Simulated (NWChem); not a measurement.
# C$_{2}$H$_{4}$Cl$_{2}$Si; SMILES C(=C[SiH3])(Cl)Cl

Program: NWChem. The geometry was optimised at PBE0/def2-SVP. Hybrids' shares of exact exchange are those that their runs print; pure functionals count as 0. The functionals differ in more than this share.

| row | share of exact exchange | orbital gap (eV) |
|---|---|---|
| PBE/def2-TZVP | 0.00 | 4.40 |
| BLYP/def2-TZVP | 0.00 | 4.39 |
| TPSSh/def2-TZVP | 0.10 | 5.38 |
| B3LYP/def2-TZVP | 0.20 | withheld |
| Hartree-Fock/def2-TZVP | 1.00 | 12.55 |

Fit a straight line of the last column on the one before it, predict the withheld value, and compare with the run.


1. Means of the 4 shown rows: x = 0.275, y = 6.680. Slope Σ(x − x̄)(y − ȳ)/Σ(x − x̄)² = 5.740/0.7075 = 8.113; intercept 4.449.
2. The shown rows scatter about the line by 0.071 (root mean square); the largest residual is +0.12, at TPSSh/def2-TZVP.
3. At x = 0.20 (B3LYP/def2-TZVP; inside the shown range) the line gives 6.07.
4. The run gives 6.01, -0.06 from the line, 0.8 times the scatter.
